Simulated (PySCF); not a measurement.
Si(H)(F)2(Cl), SMILES Cl[SiH](F)F (HClF2Si) (PBE0/def2-SVP optimised geometry):

```
5

Si    -0.461    -0.754     0.000
F     -1.009     0.754     0.000
F     -1.006    -1.459    -1.333
Cl    -1.221    -1.725     1.614
H      1.009    -0.754     0.000
```

Calculation: PBE0/def2-TZVP run with PySCF.

Q: What are the frontier orbital energies and the dipole moment?

A: HOMO-2 -11.01 eV, HOMO-1 -10.14 eV, HOMO -10.05 eV, LUMO 0.44 eV, LUMO+1 0.67 eV; dipole moment 1.35 D.

On the same geometry PBE/def2-TZVP (PySCF) gives HOMO-2 -9.40 eV, HOMO-1 -8.63 eV, HOMO -8.58 eV, LUMO -0.46 eV, LUMO+1 -0.33 eV; dipole moment 1.23 D.

Meta-Löwdin charges at PBE0/def2-TZVP: Si1 1.34, F2 -0.49, F3 -0.49, Cl4 -0.26, H5 -0.11.
